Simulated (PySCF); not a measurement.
How methods differ on the interval between two levels of Lu²⁺

Lu²⁺ [Xe] 4f14 6s1 [2S1/2, M_J = 1/2] → Lu²⁺ [Xe] 4f14 5d1 [2D5/2, M_J = 5/2], as a difference of total energies. Calculation: PySCF 2.14, in x2c-TZVPall-2c; the two-component X2C-1e Hamiltonian. Correlated levels: [Ar] 3d10 frozen; the 18 highest virtual spinors dropped. "Screened" scales the spin-orbit matrix elements by Boettger's factors to mimic the two-electron term; Breit and QED terms are absent.

```json
{"method": "GHF (screened spin-orbit)", "interval between two levels (cm⁻¹)": "9318.5"}
{"method": "GMP2 (screened spin-orbit)", "interval between two levels (cm⁻¹)": "10675"}
```
